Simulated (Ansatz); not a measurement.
Cost and result for the atomization energy of `F[C]1=[CH][GeH]1[SiH3]` (10 atoms, 10 bonds).

Cartesian coordinates in Å:
```
F 2.200 1.972 0.781
C 1.095 1.251 0.866
C 0.540 0.483 1.773
Ge -0.545 0.594 0.154
Si -0.558 -1.205 -1.394
H 0.707 0.119 2.777
H -1.768 1.531 0.185
H -0.684 -0.688 -2.781
H 0.718 -1.948 -1.245
H -1.704 -2.110 -1.115
```

Charge 0, multiplicity 1. Correlated methods include outer-core shells of Ge, which these sets cover unevenly. Scalar relativity is left out up to krypton. Geometry: relaxed with PBE0-D4/def2-TZVP. Program: Ansatz. All runs use 4 threads of an Arm Neoverse V1 on a shared host. Times are those of one run each, without the atoms' runs, and a repeat can differ threefold. Electronic energies, without spin–orbit coupling; frozen cores. CCSD(T)/CBS adds CCSD(T) − MP2 in def2-TZVPP to the MP2 limit, and its time is that of the two runs behind it. T1 = 0.014. With those shells the extrapolation isn't a true limit. B3LYP takes the VWN-RPA correlation (the form of Gaussian; ORCA's B3LYP/G).

CCSD(T)/CBS is a level of theory with its own doubt, some kJ/mol a heavy atom from the limit and from the frozen cores, so smaller differences don't rank the functionals.

| level | functions | wall time | atomization (kcal/mol) | difference from CCSD(T)/CBS | per bond |
| --- | --- | --- | --- | --- | --- |
| PBE-D4/def2-TZVPP (with forces) | 253 | 2.9 s | 821.0 | 18.3 | 1.8 |
| PBE0-D4/def2-TZVPP | 253 | 3.9 s | 803.4 | 0.7 | 0.1 |
| B3LYP-D4/def2-TZVPP (with forces) | 253 | 6.5 s | 797.6 | -5.1 | -0.5 |
| B2PLYP/def2-TZVPP | 253 | 6.5 s | 790.5 | -12.2 | -1.2 |
| r2SCAN-D4/def2-TZVPP (with forces) | 253 | 6.5 s | 807.1 | 4.4 | 0.4 |
| ωB97X-V/def2-TZVPP | 253 | 10 s | 806.0 | 3.3 | 0.3 |
| ωB97M-V/def2-TZVPP (with forces) | 253 | 15 s | 800.1 | -2.6 | -0.3 |
| MP2/def2-QZVPP | 480 | 29 s | 807.0 | 4.3 | 0.4 |
| CCSD(T)/def2-TZVPP | 253 | 4 min | 782.0 | -20.7 | -2.1 |
| CCSD(T)/CBS(def2) | – | 4.5 min | 802.7 | 0.0 | 0.0 |

The D4 term adds +8.4 kcal/mol with B3LYP and +4.4 kcal/mol with PBE0; it sums over pairs of atoms, weighted by their polarisabilities, and B3LYP, whose exchange is more repulsive, gets the larger term. In def2-TZVPP, CCSD(T) changes the Hartree–Fock value by +219.4 kcal/mol (the triples alone add +15.9 kcal/mol) and MP2 by +232.2 kcal/mol; breaking electron pairs costs correlation energy, which Hartree–Fock lacks. From PBE to PBE0 (25 % exact exchange), in def2-TZVPP and without D4, the atomization energy moves by −16.8 kcal/mol: exact exchange takes away binding that semilocal exchange gives to molecules.
